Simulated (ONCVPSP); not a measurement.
**An all-electron radial function and its pseudo partner (Ne)**

Columns: radius, all-electron u(r) and pseudo u(r) of the 2s shell (level -77.69 eV) of neon in the configuration [He] 2s2 2p4; LDA (Perdew-Zunger), scalar-relativistic, ONCV scheme, ONCVPSP 4.0.1.

```tsv
r (bohr)	all-electron	pseudo
0.042	-0.4197	0.0484
0.085	-0.5139	0.1031
0.128	-0.4226	0.1678
0.170	-0.2442	0.2441
0.212	-0.0304	0.3340
0.255	0.1927	0.4380
0.298	0.4012	0.5497
0.340	0.5816	0.6616
0.382	0.7347	0.7713
0.425	0.8624	0.8754
0.467	0.9600	0.9634
0.510	1.0346	1.0350
0.552	1.0851	1.0850
0.595	1.1172	1.1170
0.638	1.1321	1.1320
0.680	1.1331	1.1330
0.722	1.1227	1.1226
0.765	1.1028	1.1027
0.807	1.0760	1.0759
0.850	1.0429	1.0428
0.892	1.0063	1.0062
0.935	0.9656	0.9656
0.977	0.9239	0.9238
1.020	0.8799	0.8798
1.062	0.8363	0.8363
1.105	0.7917	0.7917
```

Q: How many radial nodes do the two functions have?

A: The all-electron 2s function has n − l − 1 = 1; the pseudo-wave has 0, since the states of the same l below it are removed with the core.

Q: At about which radius was the pseudo-wave matched?

A: 0.60 bohr. The columns agree to 0.0005 from 0.51 bohr on; several derivatives are matched, so the curves merge somewhat inside the radius.

Q: Is the pseudo-wave norm-conserving?

A: Yes: the ONCV scheme keeps the norm inside the radius equal to the all-electron one, which fixes the energy derivative of the logarithmic derivative at the level.
